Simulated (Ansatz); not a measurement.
System: As2 (charge -1, doublet). 
Coordinates optimised at B3LYP-D3(BJ)/def2-TZVP (Ansatz, an electronic-structure program):
```xyz
2

As     0.0000     0.0000    -1.1026
As     0.0000     0.0000     1.1026
```
Charge -1, spin multiplicity 2.

Basis-set convergence of Hartree-Fock and CCSD correlation energies (hartree) with Ansatz. Correlated levels leave the core frozen unless marked. UHF or UKS for open shells. Spin-orbit coupling is left out. The frozen core is the preceding noble-gas configuration, with the filled d and f shells of earlier blocks. No relativistic terms. This anion needs diffuse functions, which these sets lack.

The UHF reference is spin-contaminated (<S^2> 0.59 over the pure value in the largest basis). The T1 diagnostic of CCSD in the largest basis is 0.085, which is high, so the coupled-cluster rows are less sure than usual.

```csv
basis,functions,E(HF),"E(corr, CCSD)"
def2-SVP,64,-4467.86303,-0.21098
def2-TZVPP,96,-4468.42596,-0.26206
def2-QZVPP,178,?,?
```

Q: Some entries are withheld; supply them.

A: 
- def2-QZVPP, E(HF): -4468.52467
- def2-QZVPP, E(corr, CCSD): -0.27872
